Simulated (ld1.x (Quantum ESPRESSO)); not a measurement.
**lead: one change to an RRKJ potential, before and after**

Pb (Z = 82), norm-conserving RRKJ (Kleinman–Bylander form), made with ld1.x (Quantum ESPRESSO) 7.5 (PBE, scalar-relativistic). Core [Xe] 4f14, reference 5d10 6s2 6p2. Waves: 6p (bound): rc 2.95 bohr; 5d (bound): rc 1.20 bohr; 5f channel at 0.45 Ry: rc 2.75 bohr; 6s (bound): rc 1.45 bohr. Local part: the s channel. Core correction: Bessel-smoothed model core inside 0.75 bohr. rho0 = 0.001.

All-electron outer shells of the reference configuration (PBE, scalar-relativistic, ld1.x):

```tsv
shell	level (eV)	outermost node (bohr)	outermost maximum (bohr)
4f	-132.89	–	0.35
5p	-85.83	0.49	0.88
5d	-21.18	0.52	1.07
6s	-12.04	1.01	1.95
6p	-3.50	1.18	2.67
```

Change: wave 6p (bound): rc 2.95 bohr becomes 6p (bound): rc 3.40 bohr.

Cutoffs: the cutoffs (Ry, on a coarse ladder) from which the occupation-weighted sum of valence levels, in a spherical-Bessel basis at the reference potential, stays within 10 and 1 mRy of its value at 400 Ry; they do not see the model core or the augmentation charge, which bear on the density cutoff. Errors are all-electron minus pseudo energies relative to the spin-unpolarised reference configuration.

Task: What does the change do?

Result: The potential gets neither clearly harder nor softer (120 Ry and 200 Ry → 120 Ry and 200 Ry); the d channel sets the loose cutoff, while the largest relative change is in p, which becomes softer; of the 7 tests that both files solve, the error grows in 3 and shrinks in 2 by more than 15 % and 0.3 meV (median size 16.8 → 20.5 meV); neither file shows a bound ghost.

| quantity | base | changed |
| --- | --- | --- |
| cutoff, loose | 120 Ry | 120 Ry |
| cutoff, tight | 200 Ry | 200 Ry |
| loose cutoff by channel (10 mRy a level) | p 10 Ry, d 90 Ry, s 40 Ry | p 6 Ry, d 90 Ry, s 40 Ry |
| bound ghosts | none | none |
| error for 5d10 6s2 6p1, meV [ΔE 6.58 eV] | -4.1 | -3.9 |
| error for 5d10 6s2 6p0, meV [ΔE 20.02 eV] | -17 | -21 |
| error for 5d10 6s1 6p0, meV [ΔE 52.43 eV] | +4.4 | -21 |
| error for 5d10 6s0 6p0, meV [ΔE 95.13 eV] | -80 | -134 |
| error for 5d10 6s2 6p2.3, meV [ΔE -0.80 eV] | +0.3 | +0.3 |
| error for 5d9 6s2 6p2, meV [ΔE 27.16 eV] | -19 | +8.9 |
| error for 5d10 6s0 6p4, meV [ΔE 17.83 eV] | -89 | -51 |
